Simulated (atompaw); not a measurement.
## PBE PAW (atompaw) dataset for nitrogen, non-relativistic all-electron reference.

atompaw 4.2.0.5 was run on this input:

```
N 7
GGA-PBE loggrid 1500 logderivrange -3 5 201
2 2 0 0 0 0
2 1 3
0 0 0
c
v
v
1
2.35 1.70 2.20 1.35
y
-0.8
n
y
1.45
n
custom rrkj gramschmidtortho gaussian
bessel
1.15
1.15
2.35
2.35
PWSCFOUT
UPFDX 0.0125d0 UPFXMIN -7.d0 UPFZMESH 7.d0
END
```

Command:

```bash
atompaw < N.input > N.log
```

Output (summary file):

```
Completed calculations for N (AE)

 Exchange-correlation type: GGA, Perdew-Burke-Ernzerhof

 Radial integration grid is logarithmic
 r0 =   1.0695298E-03 h =   7.4867086E-03   n =      1500 rmax =   8.0000000E+01

 Non-relativistic calculation

 AEatom converged in  27 iterations
   nz     =   7.00
   delta  =       9.652547865602E-17

 All Electron Orbital energies:
  n  l      occupancy      energy
  1  0      2.0000000E+00 -2.8258497E+01
  2  0      2.0000000E+00 -1.3639635E+00
  2  1      3.0000000E+00 -5.2145008E-01

 Total energy
   Total                    :     -108.84199302597663

 ---
 Completed calculations for N (SC)

 Exchange-correlation type: GGA, Perdew-Burke-Ernzerhof

 Radial integration grid is logarithmic
 r0 =   1.0695298E-03 h =   7.4867086E-03   n =      1500 rmax =   8.0000000E+01

 Non-relativistic calculation

 SCatom converged in   1 iterations
   nz     =   7.00
   delta  =       6.759501921680E-18

 Valence Electron Orbital energies:
  n  l      occupancy      energy
   2  0      2.0000000E+00 -1.3639635E+00
   2  1      3.0000000E+00 -5.2145008E-01

 Total energy
   Total                    :     -108.84199302546314
   Valence                  :      -27.59189753844974

 PAW parameters:
       lmax =            1
         rc =    2.3521873130427129
        irc =         1029
   rc_shape =    1.7044534385850476
    rc_vloc =    2.2153799686410895
    rc_core =    1.3511993370134339
   Vloc: truncated form - Vps(r)=A.sin(qr)/r for r<rc
   Projector type: RRKJ pseudization + Gram-Schmidt ortho.
   Gaussian compensation charge shape with gausstol =   1.0000E-04

 Number of basis functions     4
 No.   n  nodes  l      Energy         Cp coeff         Occ
  1    2    1    0   -0.1363963E+01  0.1000000E+01  0.2000000E+01
  2  999    2    0   -0.8000000E+00  0.5600597E-02  0.0000000E+00
  3    2    0    1   -0.5214501E+00  0.1000000E+01  0.3000000E+01
  4  999    1    1    0.1450000E+01  0.8735789E+00  0.0000000E+00

 Eigenvalues of overlap operator (in the basis of projectors):
    1        1.50648155E-02
    2        1.12914597E+00
    3        1.77224063E+00
    4        4.91148626E+01

 Orbital leakage outside PAW augmentation regions
   orb  is_core?  %out_of_sphere
   1 0    T           0.00
   2 0    F           6.26
   2 1    F          13.84

 Summary of PAW energies
   Total valence energy     :    -27.59189755065905
   Smooth energy            :     15.63560667670261
   One center               :    -43.22750422736166
   Smooth kinetic           :      5.88798385948056
   Vloc energy              :      5.93614547656555
   Smooth exch-corr         :     -3.11073751613566
   One-center xc            :    -10.01239706269582
```

The run took about 0.3 s on one core of a shared server CPU.
